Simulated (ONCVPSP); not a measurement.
Reading a pseudo-wave (Ga)

Columns: radius, all-electron u(r) and pseudo u(r) of the 3d shell (level -19.15 eV) of gallium in the configuration [Ne] 3s2 3p6 3d10 4s2 4p1; PBE, scalar-relativistic, ONCV scheme, ONCVPSP 4.0.1.

```json
{"r (bohr)": "0.085", "all-electron": "0.1010", "pseudo": "0.0118"}
{"r (bohr)": "0.170", "all-electron": "0.3941", "pseudo": "0.0871"}
{"r (bohr)": "0.255", "all-electron": "0.6996", "pseudo": "0.2585"}
{"r (bohr)": "0.340", "all-electron": "0.9224", "pseudo": "0.5130"}
{"r (bohr)": "0.425", "all-electron": "1.0486", "pseudo": "0.7982"}
{"r (bohr)": "0.510", "all-electron": "1.0948", "pseudo": "1.0460"}
{"r (bohr)": "0.595", "all-electron": "1.0854", "pseudo": "1.2016"}
{"r (bohr)": "0.680", "all-electron": "1.0418", "pseudo": "1.2432"}
{"r (bohr)": "0.765", "all-electron": "0.9793", "pseudo": "1.1852"}
{"r (bohr)": "0.850", "all-electron": "0.9083", "pseudo": "1.0667"}
{"r (bohr)": "0.935", "all-electron": "0.8349", "pseudo": "0.9298"}
{"r (bohr)": "1.020", "all-electron": "0.7627", "pseudo": "0.8049"}
{"r (bohr)": "1.105", "all-electron": "0.6939", "pseudo": "0.7055"}
{"r (bohr)": "1.190", "all-electron": "0.6294", "pseudo": "0.6303"}
{"r (bohr)": "1.275", "all-electron": "0.5698", "pseudo": "0.5698"}
{"r (bohr)": "1.360", "all-electron": "0.5152", "pseudo": "0.5151"}
{"r (bohr)": "1.445", "all-electron": "0.4653", "pseudo": "0.4653"}
{"r (bohr)": "1.530", "all-electron": "0.4201", "pseudo": "0.4200"}
{"r (bohr)": "1.615", "all-electron": "0.3791", "pseudo": "0.3790"}
{"r (bohr)": "1.700", "all-electron": "0.3420", "pseudo": "0.3420"}
{"r (bohr)": "1.785", "all-electron": "0.3086", "pseudo": "0.3085"}
{"r (bohr)": "1.870", "all-electron": "0.2784", "pseudo": "0.2783"}
{"r (bohr)": "1.955", "all-electron": "0.2511", "pseudo": "0.2511"}
{"r (bohr)": "2.040", "all-electron": "0.2266", "pseudo": "0.2265"}
{"r (bohr)": "2.125", "all-electron": "0.2044", "pseudo": "0.2044"}
{"r (bohr)": "2.210", "all-electron": "0.1844", "pseudo": "0.1844"}
```

Q: How many radial nodes do the two functions have?

A: The all-electron 3d function has n − l − 1 = 0; the pseudo-wave has 0.

Q: At about which radius was the pseudo-wave matched?

A: 1.25 bohr, where the columns begin to agree (steps of 0.09 bohr).

Q: Is the pseudo-wave norm-conserving?

A: Yes: the ONCV scheme keeps the norm inside the radius equal to the all-electron one, which fixes the energy derivative of the logarithmic derivative at the level.
